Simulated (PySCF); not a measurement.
## Electron correlation in Tl⁶⁹⁺ (thallium, charge +69)

Starting occupation: [Ne] 3s2. All numbers are calculated (PySCF 2.14, X2C-1e with screened-nucleus spin-orbit coupling, Gaussian nucleus, in an uncontracted even-tempered set (17 s from 8.6 bohr⁻², ratio 2.6; 14 p from 11 bohr⁻², ratio 2.6; 6 d from 12 bohr⁻², ratio 2.8; 4 f from 150 bohr⁻², ratio 2.8)). Frozen: 1s2; 10 electrons correlated; the 46 highest virtual spinors left out.

MP2 pair energies summed by pair of shells (mhartree):

| pair | energy | share (%) |
| --- | --- | --- |
| 3s1/2-3s1/2 | -119.23 | 23.2 |
| 2p1/2-2p3/2 | -106.79 | 20.8 |
| 2p3/2-2p3/2 | -100.13 | 19.5 |
| 2p3/2-3s1/2 | -49.55 | 9.6 |
| 2p3/2-2s1/2 | -45.01 | 8.8 |
| 2p1/2-2p1/2 | -25.58 | 5.0 |
| 2p1/2-2s1/2 | -24.96 | 4.9 |
| 2p1/2-3s1/2 | -20.52 | 4.0 |
| 2s1/2-2s1/2 | -12.36 | 2.4 |
| 2s1/2-3s1/2 | -10.29 | 2.0 |

Total MP2 correlation energy: -514.42 mhartree.

The virtual space was cut to 56 spinors, which keep -451.17 of the -514.42 mhartree of MP2 correlation.

| level | correlation energy (mhartree) |
| --- | --- |
| CCSD | -485.10 |
| (T) | -0.57 |
| CCSD(T) | -485.67 |

Diagnostics: T1 = 7.4e-05, largest double amplitude 0.079.

Problem. Is a single reference adequate?

Solution. Mostly. T1 lies below 0.03, but a double amplitude of this size points to a near-degeneracy that CCSD handles and MP2 describes poorly.

The coupled-cluster values are those of the cut space; adding the MP2 remainder, -63.25 mhartree, estimates the full space.

At this charge the one-electron X2C treatment keeps the bare 1/r₁₂, with no two-electron picture change or Breit term. The effect here is smaller than on the frozen 1s shell.
